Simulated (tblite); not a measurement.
Species: C6H11ClSSi.
Structure used (GFN2-xTB), in Å, numbered top down from 1:
```
atom  x, y, z in Å
C1    -3.838    0.952    0.725
C2    -2.974   -0.074    0.187
C3    -2.289   -0.955   -0.253
C4    -1.418   -1.956   -0.806
S5     0.003   -1.214   -1.722
Si6    0.975   -0.133   -0.141
Cl7    1.021   -1.260    1.542
C8     2.734    0.251   -0.735
C9     3.540    1.027    0.300
H10   -3.240    1.742    1.180
H11   -4.496    0.526    1.482
H12   -4.445    1.380   -0.072
H13   -1.005   -2.598   -0.027
H14   -1.940   -2.561   -1.548
H15    0.195    1.062    0.162
H16    3.259   -0.675   -0.977
H17    2.685    0.827   -1.659
H18    3.624    0.460    1.225
H19    4.544    1.231   -0.066
H20    3.061    1.976    0.527
```

Calculated harmonic vibrations of the isolated species, GFN2-xTB (tblite), most abundant isotopes, no scaling. The method is semi-empirical: single wavenumbers can be off by several per cent or more. Modes of hydrogen on silicon can be 10 to 20 % off. One conformer, not necessarily the lowest. The optimisation stopped once no atom felt more than 0.01 eV/Å.

Lowest wavenumbers of the output (negative numbers stand for imaginary wavenumbers):
```
mode    cm-1
  1     -22.0
  2      16.9
  3      32.0
  4      50.2
  5      92.2
  6      96.9
  7     124.0
  8     175.5
  9     176.7
 10     229.4
 11     248.0
 12     271.0
 13     285.7
 14     296.0
 15     410.8
```

Question: Is this structure a minimum?

Answer: Not by this Hessian. 1 mode is imaginary beyond 20i (22i cm⁻¹), so at this level the point lies at or near a first-order saddle. The curvature is small, so loose convergence or finite differences may be the whole cause.

Question: Which atoms move in the imaginary mode?

Answer: 22i: H12 (methyl hydrogen) 34 %, H10 (methyl hydrogen) 33 %, H11 (methyl hydrogen) 31 %. These are shares of the mass-weighted motion.

Question: What is the remedy?

Answer: Step along that mode in both directions, optimise again with tighter thresholds and repeat the frequencies. The zero-point energy of this point (94.5 kcal/mol) counts the 53 real modes alone, and thermal corrections from it aren't those of a minimum.

On one thread of an Arm Neoverse V1, no GPU, shared host with 32 logical CPUs at a one-minute load of 14, this took 1.2 s of wall time. The figure is for the frequency step alone.
